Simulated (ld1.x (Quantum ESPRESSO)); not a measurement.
**Building the PAW potential for zinc (LDA (PZ), scalar-relativistic).**

```json
{"Element": "zinc", "Generator": "ld1.x (Quantum ESPRESSO) 7.5", "Type": "PAW", "Functional": "LDA (PZ)", "Relativity": "scalar-relativistic", "Frozen core": "[Ne]", "Valence charge": "20", "Reference configuration": "3s2 3p6 3d10 4s2 4p0", "Partial waves": "3s (bound): rcut 0.90, rcutus 1.15 bohr; 4s (bound): rcut 0.90, rcutus 1.15 bohr; 3p (bound): rcut 1.00, rcutus 1.25 bohr; 4p (bound, empty): rcut 1.00, rcutus 1.25 bohr; 3d (bound): rcut 0.65, rcutus 0.80 bohr; 3d channel at -0.15 Ry: rcut 0.65, rcutus 0.80 bohr", "Local potential": "all-electron potential smoothed inside 1.20 bohr (lloc = -2)", "Core correction": "a·sin(br)/r model core inside 0.50 bohr", "Augmentation charge": "BESSEL, radius 0.55 bohr"}
```

- Cutoffs needed: 260 Ry and 300 Ry (the cutoffs (Ry, on a coarse ladder) from which the occupation-weighted sum of valence levels, in a spherical-Bessel basis at the reference potential, stays within 10 and 1 mRy of its value at 400 Ry)
- Ghost test: no extra level below or beside the all-electron valence levels (s, p, d, f tested) (spherical-Bessel basis up to 400 Ry, 20 bohr box)
- Configuration tests: test run stopped at test 3 of 9 (negative rho)
- Lowest eigenvalue of the overlap operator: 0.10 (p channel)
